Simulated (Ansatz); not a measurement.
Calculated with Ansatz (gas phase, PBE0-D4/def2-TZVP geometries, no zero-point term in ΔE). CBS: MP2 limit from def2 TZ/QZ plus the TZ coupled-cluster correction, frozen cores. Functionals use def2-TZVPP. For Ge outer-core shells are correlated without core-valence functions, which leaves a few kJ/mol of doubt a bond. Scalar relativity is left out up to krypton. One conformer a species, not always the lowest.

Consider the formal exchange of groups at the Al–Ge bond: `O=[CH][GeH2][AlH2]` + `CO[SiH3]` → `CO[SiH2][AlH2]` + `O=[CH][GeH3]`.

`O=[CH][GeH2][AlH2]`:

Z-matrix (Å, degrees):
```
Ge
C 1 2.013
Al 1 2.482 2 109.4
H 1 1.545 2 105.8 3 119.8
H 1 1.538 2 106.9 3 -124.7
O 2 1.199 1 123.2 3 89.5
H 2 1.116 1 116.8 3 -88.8
H 3 1.586 1 118.5 2 53.7
H 3 1.585 1 121.0 2 -125.6
```

`CO[SiH3]`:

```xyz
9

C    -0.886    0.105    1.028
O    -0.407   -0.685   -0.034
Si    0.816   -0.194   -1.014
H    -0.099    0.311    1.764
H    -1.689   -0.440    1.526
H    -1.286    1.061    0.670
H     1.035   -1.284   -1.992
H     2.058    0.055   -0.229
H     0.459    1.070   -1.718
```

`CO[SiH2][AlH2]`:

Cartesian coordinates in Å:
```
C 1.586 0.967 -1.031
O 0.278 0.557 -0.709
Si -0.026 -0.434 0.581
Al -2.446 -0.845 0.716
H 1.538 1.617 -1.907
H 2.227 0.109 -1.267
H 2.045 1.526 -0.207
H 0.756 -1.705 0.432
H 0.511 0.193 1.833
H -3.468 -0.210 -0.320
H -3.002 -1.777 1.879
```

`O=[CH][GeH3]`:

```xyz
7

O    -0.552   -0.258    2.013
C    -0.759    0.152    0.906
Ge    0.527   -0.110   -0.612
H    -1.701    0.708    0.685
H     0.932    1.272   -1.152
H     1.747   -0.885   -0.107
H    -0.194   -0.879   -1.732
```

```tsv
level	ΔE (eV)
revPBE-D4	0.38
PBE0	0.38
MP2/def2-TZVPP	0.46
CCSD/CBS(def2)	0.42
```

Task: What does CCSD(T)/CBS give? (Estimate.)

Result: Computed: +0.43 eV. The listed levels differ from it by -0.05, -0.05, 0.03, -0.01 eV.

Largest T1 diagnostic among the species: 0.015.

Leaving LDA and LC-ωPBE aside and taking each functional with its dispersion term where it has one, the values, not all of them listed here, spread over 0.10 eV, from B97M-V to r2SCAN-D4.
